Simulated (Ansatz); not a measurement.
Start from `C[B](C)[SnH3]` and change one atom or group to get `C[B]([SiH3])[SnH3]`.

Ansatz, PBE0-D4/def2-TZVP geometries, multiplicity 1. 

Elements past krypton have def2 core potentials.

```csv
property,`C[B](C)[SnH3]`
HOMO energy (ωB97M-V/def2-TZVPP) / eV,-9.31
HOMO–LUMO gap (ωB97M-V/def2-TZVPP) / eV,9.88
HOMO energy (PBE0/def2-TZVPP) / eV,-7.23
HOMO energy (PBE/def2-TZVPP) / eV,-6.14
LUMO energy (PBE0/def2-TZVPP) / eV,-1.38
HOMO–LUMO gap (B3LYP/def2-TZVPP) / eV,5.49
```

(1) What does the change do to each property? (An estimate is asked.)

Results:

(1) The calculation gave: 
```csv
property,`C[B]([SiH3])[SnH3]`,shift
HOMO energy (ωB97M-V/def2-TZVPP) / eV,-9.24,0.07
HOMO–LUMO gap (ωB97M-V/def2-TZVPP) / eV,8.86,-1.02
HOMO energy (PBE0/def2-TZVPP) / eV,-7.20,0.03
HOMO energy (PBE/def2-TZVPP) / eV,-6.15,-0.01
LUMO energy (PBE0/def2-TZVPP) / eV,-2.34,-0.96
HOMO–LUMO gap (B3LYP/def2-TZVPP) / eV,4.54,-0.95
```

B3LYP here is the variant with VWN-RPA as its local correlation; programs differ in this.
